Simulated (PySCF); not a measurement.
Compound: C5HF3.
Structure used (PBE0-D3(BJ)/def2-SVP), in Å, numbered top down from 1:
```
atom  x, y, z in Å
C1     3.192   -0.102   -0.450
C2     1.991   -0.059   -0.267
C3     0.638   -0.016   -0.060
C4    -0.562    0.017    0.125
C5    -2.011    0.060    0.357
F6    -2.302    0.826    1.406
F7    -2.493   -1.159    0.594
F8    -2.649    0.555   -0.702
H9     4.255   -0.138   -0.610
```

Theory: TDDFT CAM-B3LYP/def2-SVPD, vertical, gas phase, core orbitals frozen in the response in PySCF.

List the vertical singlet excitations with oscillator strengths and describe the spectrum.

```json
{"state": "S1", "E (eV)": "4.61", "ν̃ (cm⁻¹)": "37220", "f": "0.0000", "|μ| (D)": "0.00", "main configurations (H = HOMO, L = LUMO)": "H-1/H→L/L+1 (≥77%)"}
{"state": "S2", "E (eV)": "4.82", "ν̃ (cm⁻¹)": "38890", "f": "0.0000", "|μ| (D)": "0.03", "main configurations (H = HOMO, L = LUMO)": "H-1/H→L/L+1 (≥75%)"}
{"state": "S3", "E (eV)": "4.82", "ν̃ (cm⁻¹)": "38900", "f": "0.0000", "|μ| (D)": "0.03", "main configurations (H = HOMO, L = LUMO)": "H-1/H→L/L+1 (≥75%)"}
{"state": "S4", "E (eV)": "7.06", "ν̃ (cm⁻¹)": "56980", "f": "0.0000", "|μ| (D)": "0.00", "main configurations (H = HOMO, L = LUMO)": "H-3/H-2→L/L+1 (≥74%)"}
{"state": "S5", "E (eV)": "7.37", "ν̃ (cm⁻¹)": "59440", "f": "0.0000", "|μ| (D)": "0.04", "main configurations (H = HOMO, L = LUMO)": "H-3/H-2→L/L+1 (≥73%)"}
{"state": "S6", "E (eV)": "7.37", "ν̃ (cm⁻¹)": "59440", "f": "0.0000", "|μ| (D)": "0.03", "main configurations (H = HOMO, L = LUMO)": "H-3/H-2→L/L+1 (≥72%)"}
```

The lowest singlet comes at 269 nm (445 kJ/mol) in the ultraviolet; it is dark (f under 0.0005); its leading configuration is HOMO-1/HOMO→LUMO/LUMO+1 (≥77%). The largest oscillator strength of a single state is 0.0000. S2/S3 and S5/S6 lie within about 0.01 eV of each other in each set; the point group C3v has degenerate representations, and within a degenerate level the listed configurations can mix freely. Löwdin shares by element: HOMO (one of a set within 0.03 eV) carbon 92% or more; LUMO (one of a set within 0.03 eV) carbon 82% or more (atoms not listed hold the other 18%). The listed states span 2.76 eV, and the widest gap between neighbours is 2.24 eV (S3 to S4). The oscillator strengths of these states sum to 0.000; summed over the whole spectrum of an exact calculation they would give the number of electrons, 58 (Thomas–Reiche–Kuhn). Of the 6 states listed, none reaches f = 0.01 and 6 stay under 0.0005. Orbitals of the list HOMO-3 to LUMO+2 that lie within 0.01 eV of each other are written together with a slash and their weights summed (≥ marks a lower bound); for degenerate orbitals outside that list single weights are arbitrary. Singlets were solved by full linear response.
